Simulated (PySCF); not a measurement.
AlH4, SMILES [AlH4-], charge -1. Heavy atoms are numbered as in [AlH4-:1]. Hydrogens are named by the atom that carries them.

The structure is a stationary point at PBE0-D3(BJ)/def2-TZVPD. The isomer is the one that the SMILES or the coordinates give; other isomers of the formula were not compared.

Level of theory: PySCF with M06-2X/def2-TZVPD.

ESP charges are fitted to the potential on shells at 1.4 to 2.0 van der Waals radii. Atomic charges (e), one atom of each kind:

| atom | IAO | ESP fit |
|---|---|---|
| Al1 (AlH4) | [?] | 0.47 |
| H on Al1 | [?] | -0.37 |

**Question.** What belongs in the gaps? (An estimate is asked for; the answer gives what the named calculation found.)

**Answer.** 
- Al1 (AlH4), IAO: 0.08
- H on Al1, IAO: -0.27
